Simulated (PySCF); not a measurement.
# Vertical excitation energies

Compound: C4H6O2Si.
InChI=1S/C4H6O2Si/c1-3-7-6-4(2)5/h1H,7H2,2H3

The calculation used TDDFT CAM-B3LYP/def2-SVPD, vertical, gas phase, core orbitals frozen in the response in PySCF 2.14.0, density-fitted response routines. One conformer (not necessarily the lowest) at the PBE0-D3(BJ)/def2-SVP geometry, without solvent, vibrations or thermal averaging. Torsions of this conformer, `[CH:1]#[C:2][SiH2:3][O:4][C:5]([CH3:6])=[O:7]`: C2–Si3–O4–C5 179°, Si3–O4–C5–C6 180°.

| state | E (eV) | λ (nm) | f | \|μ\| (D) | symmetry | main configurations (H = HOMO, L = LUMO) |
| --- | --- | --- | --- | --- | --- | --- |
| S1 | 5.85 | 211.9 | 0.0005 | 0.14 | – | H-1→L (64%), H→L+1 (12%) |
| S2 | 5.89 | 210.7 | 0.0004 | 0.13 | – | H→L+3 (30%), H→L+1 (29%), H-2→L+1 (16%) |
| S3 | 6.20 | 199.9 | 0.0028 | 0.34 | A′ | H-1→L+1 (26%), H-2→L (24%), H→L (22%) |
| S4 | 6.29 | 197.1 | 0.0001 | 0.07 | – | H-2→L+1 (33%), H→L+1 (20%), H→L+3 (18%) |
| S5 | 7.55 | 164.2 | 0.073 | 1.60 | A′ | H→L (54%), H-2→L (24%) |
| S6 | 7.93 | 156.4 | 0.0045 | 0.39 | A″ | H-3→L (76%) |
| S7 | 8.04 | 154.1 | 0.012 | 0.63 | A″ | H-1→L+2 (72%), H-1→L+4 (19%) |
| S8 | 8.12 | 152.7 | 0.066 | 1.46 | A′ | H→L+2 (49%), H-3→L+1 (24%) |
| S9 | 8.24 | 150.4 | 0.026 | 0.91 | A′ | H-2→L+2 (29%), H-3→L+1 (20%), H→L+4 (14%) |
| S10 | 8.39 | 147.8 | 0.0000 | 0.04 | – | H-4→L+1 (45%), H-4→L+3 (29%) |

Triplets, Tamm–Dancoff:

```csv
state,E (eV),λ (nm),"main configurations (H = HOMO, L = LUMO)"
T1,4.87,254.7,"H-2→L (25%), H-1→L+1 (20%), H→L (19%)"
T2,5.30,233.8,"H-1→L (53%), H→L+1 (12%), H-2→L+3 (9%)"
T3,5.35,231.9,"H-1→L+1 (32%), H-1→L+3 (22%), H-2→L (17%)"
T4,5.38,230.5,"H→L+3 (33%), H→L+1 (31%), H-2→L+1 (18%)"
```

The lowest singlet lies at 5.85 eV (212 nm, ultraviolet) and is dark (f under 0.0005); its leading configuration is HOMO-1→LUMO (64%). The most intense listed level is S5 at 7.55 eV (164 nm, f = 0.073), 1.70 eV above S1. Löwdin shares by element: HOMO oxygen 50%, carbon 33% or more (atoms not listed hold the other 17%); LUMO carbon 43% or more, silicon 24%, oxygen 7% or more (atoms not listed hold the other 26%). Weighted by f, the mean energy of these states is 7.86 eV. The oscillator strengths of these states sum to 0.184; summed over the whole spectrum of an exact calculation they would give the number of electrons, 60 (Thomas–Reiche–Kuhn). Orbital energies (eV): HOMO-3 -10.83, HOMO-2 -10.14, HOMO-1 -9.78, HOMO -9.71, LUMO 0.45, LUMO+1 0.83, LUMO+2 1.18. The vertical ionisation energy (ΔSCF) is 10.54 eV, 2.15 eV above S10. Symmetry labels in Cs follow from the direction of the transition dipole and are given only for states with f of 0.002 or more. The window holds the lowest 10 singlets.
